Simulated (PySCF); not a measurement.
Basis-set dependence of population analyses: `BNBB(Cl)Cl`

Compound: B3Cl2H4N.
Geometry (PBE0-D3(BJ)/def2-SVP, Å), atoms numbered from 1 in this order:
```
atom  x, y, z in Å
B1    -0.157    1.764    0.399
N2     0.512    0.586   -0.023
B3     1.919    0.455   -0.192
B4     2.982    1.742    0.105
Cl5    3.439    2.851   -1.176
Cl6    3.726    1.945    1.681
H7    -1.359    1.768    0.514
H8     0.503    2.748    0.634
H9    -0.059   -0.231   -0.217
H10    2.350   -0.619   -0.559
```

PBE0 throughout (PySCF), one geometry, spherical d and f functions. Geometry: PBE0-D3(BJ)/def2-SVP, one conformer, isolated molecule. Atoms taken as equivalent share a column and are averaged. The first 7 of 8 kinds of atom are listed.

Mulliken charges (e):

```
        basis  functions      B1      N2      B3      B4  Cl5/Cl6   H7/H8      H9
       STO-3G         42  +0.206  -0.426  +0.209  +0.233   -0.158  -0.046  +0.224
        6-31G         70  +0.272  -0.752  +0.442  -0.190   -0.021  -0.032  +0.346
     pcSseg-0         70  +0.210  -0.865  +0.410  +0.110   -0.180  +0.030  +0.350
       6-31G*        100  +0.108  -0.533  +0.241  -0.010   -0.074  -0.009  +0.355
      cc-pVDZ        112  -0.040  +0.103  +0.052  -0.016   -0.076  -0.023  +0.108
     def2-SVP        112  -0.007  -0.041  +0.033  +0.052   -0.079  -0.017  +0.154
     pcSseg-1        136  +0.167  -0.508  +0.257  +0.154   -0.172  +0.002  +0.223
  aug-cc-pVDZ        182  -1.000  +0.143  -0.258  +0.325   -0.326  +0.507  -0.062
6-311+G(2d,p)        202  +0.108  -0.398  +0.180  +0.159   -0.167  +0.005  +0.261
    def2-TZVP        222  -0.022  -0.257  -0.025  +0.213   -0.103  +0.016  +0.232
      cc-pVTZ        244  -0.076  -0.029  -0.055  +0.112   -0.076  +0.009  +0.165
     IGLO-III        268  +0.286  -0.541  +0.285  +0.120   -0.097  -0.065  +0.223
```

IAO charges (e):

```tsv
basis	functions	B1	N2	B3	B4	Cl5/Cl6	H7/H8	H9
STO-3G	42	+0.093	-0.384	+0.086	-0.033	-0.011	+0.001	+0.238
6-31G	70	+0.060	-0.404	+0.055	+0.023	-0.033	+0.011	+0.281
pcSseg-0	70	+0.054	-0.379	+0.043	+0.023	-0.031	+0.009	+0.276
6-31G*	100	+0.083	-0.413	+0.067	+0.052	-0.044	+0.003	+0.275
cc-pVDZ	112	+0.060	-0.398	+0.051	+0.059	-0.044	+0.008	+0.278
def2-SVP	112	+0.068	-0.394	+0.052	+0.052	-0.038	+0.002	+0.275
pcSseg-1	136	+0.067	-0.402	+0.054	+0.050	-0.041	+0.007	+0.278
aug-cc-pVDZ	182	+0.063	-0.407	+0.053	+0.062	-0.047	+0.008	+0.283
6-311+G(2d,p)	202	+0.067	-0.413	+0.057	+0.054	-0.043	+0.007	+0.284
def2-TZVP	222	+0.069	-0.414	+0.058	+0.057	-0.044	+0.007	+0.283
cc-pVTZ	244	+0.068	-0.414	+0.057	+0.061	-0.046	+0.007	+0.284
IGLO-III	268	+0.067	-0.415	+0.057	+0.050	-0.041	+0.007	+0.284
```

Hirshfeld charges (e):

| basis | functions | B1 | N2 | B3 | B4 | Cl5/Cl6 | H7/H8 | H9 |
| --- | --- | --- | --- | --- | --- | --- | --- | --- |
| STO-3G | 42 | +0.162 | -0.145 | +0.121 | +0.237 | -0.147 | -0.069 | +0.123 |
| 6-31G | 70 | +0.142 | -0.176 | +0.098 | +0.108 | -0.073 | -0.056 | +0.140 |
| pcSseg-0 | 70 | +0.148 | -0.172 | +0.089 | +0.090 | -0.058 | -0.061 | +0.138 |
| 6-31G* | 100 | +0.143 | -0.179 | +0.103 | +0.123 | -0.081 | -0.057 | +0.141 |
| cc-pVDZ | 112 | +0.146 | -0.182 | +0.094 | +0.099 | -0.061 | -0.059 | +0.142 |
| def2-SVP | 112 | +0.148 | -0.187 | +0.091 | +0.090 | -0.052 | -0.060 | +0.142 |
| pcSseg-1 | 136 | +0.154 | -0.200 | +0.101 | +0.110 | -0.065 | -0.058 | +0.138 |
| aug-cc-pVDZ | 182 | +0.151 | -0.211 | +0.099 | +0.103 | -0.059 | -0.056 | +0.140 |
| 6-311+G(2d,p) | 202 | +0.157 | -0.214 | +0.102 | +0.096 | -0.057 | -0.056 | +0.139 |
| def2-TZVP | 222 | +0.152 | -0.209 | +0.100 | +0.102 | -0.060 | -0.056 | +0.141 |
| cc-pVTZ | 244 | +0.152 | -0.204 | +0.101 | +0.102 | -0.061 | -0.057 | +0.142 |
| IGLO-III | 268 | +0.150 | -0.213 | +0.096 | +0.094 | -0.050 | -0.056 | +0.140 |

ESP-fitted charges (e):

```
        basis  functions      B1      N2      B3      B4  Cl5/Cl6   H7/H8      H9
       STO-3G         42  +0.097  -0.040  -0.075  +0.452   -0.212  -0.070  +0.172
        6-31G         70  +0.254  -0.394  +0.140  +0.258   -0.154  -0.088  +0.293
     pcSseg-0         70  +0.257  -0.368  +0.108  +0.354   -0.189  -0.092  +0.278
       6-31G*        100  +0.266  -0.415  +0.201  +0.089   -0.090  -0.088  +0.291
      cc-pVDZ        112  +0.235  -0.369  +0.187  +0.048   -0.071  -0.080  +0.270
     def2-SVP        112  +0.245  -0.369  +0.192  +0.035   -0.063  -0.086  +0.267
     pcSseg-1        136  +0.286  -0.439  +0.204  +0.100   -0.094  -0.090  +0.287
  aug-cc-pVDZ        182  +0.280  -0.445  +0.211  +0.063   -0.077  -0.087  +0.289
6-311+G(2d,p)        202  +0.298  -0.491  +0.255   0.000   -0.057  -0.088  +0.303
    def2-TZVP        222  +0.287  -0.457  +0.229  +0.017   -0.060  -0.089  +0.294
      cc-pVTZ        244  +0.278  -0.435  +0.219  +0.034   -0.066  -0.088  +0.286
     IGLO-III        268  +0.301  -0.484  +0.261  -0.018   -0.050  -0.090  +0.297
```

Some averages cover members that differ in this geometry, most widely: H7/H8, Mulliken in aug-cc-pVDZ +0.389 to +0.625; H7/H8, ESP-fitted in IGLO-III -0.105 to -0.075; H7/H8, ESP-fitted in aug-cc-pVDZ -0.101 to -0.072; H7/H8, ESP-fitted in 6-311+G(2d,p) -0.102 to -0.074 e.

**Question.** Which scheme is steadiest as the basis changes?

**Answer.** Largest range over the bases for any column: IAO 0.09 e, Hirshfeld 0.15 e, ESP-fitted 0.47 e, Mulliken 1.29 e. IAO charges move least and Mulliken charges most, counted in e. Without the minimal STO-3G basis the ranges are IAO 0.04, Hirshfeld 0.04, ESP-fitted 0.37, Mulliken 1.29 e.

**Question.** How much do the charges still move between the two largest bases, cc-pVTZ and IGLO-III?

**Answer.** At most, over all atoms: Mulliken 0.512 e, IAO 0.010 e, Hirshfeld 0.011 e, ESP-fitted 0.052 e.

**Question.** What do the same runs give for the total energy, the frontier levels and the dipole moment?

**Answer.** 
```
        basis  energy (Eh)  HOMO (eV)  LUMO (eV)  μ (D)
       STO-3G   -1040.1517      -6.72       0.75   2.88
        6-31G   -1051.6512      -8.32      -1.55   2.80
     pcSseg-0   -1050.4242      -8.50      -1.81   2.85
       6-31G*   -1051.7160      -8.18      -1.43   2.46
      cc-pVDZ   -1051.7776      -8.16      -1.59   2.25
     def2-SVP   -1051.3776      -8.10      -1.58   2.14
     pcSseg-1   -1051.7040      -8.36      -1.73   2.34
  aug-cc-pVDZ   -1051.7876      -8.29      -1.73   2.20
6-311+G(2d,p)   -1051.8212      -8.29      -1.72   2.17
    def2-TZVP   -1051.8315      -8.24      -1.68   2.14
      cc-pVTZ   -1051.8431      -8.24      -1.67   2.16
     IGLO-III   -1051.8281      -8.25      -1.69   2.09
```

The dipole is fixed by the density alone, so its range of 0.79 D shows that the density itself changes with the basis, not only its division among atoms.
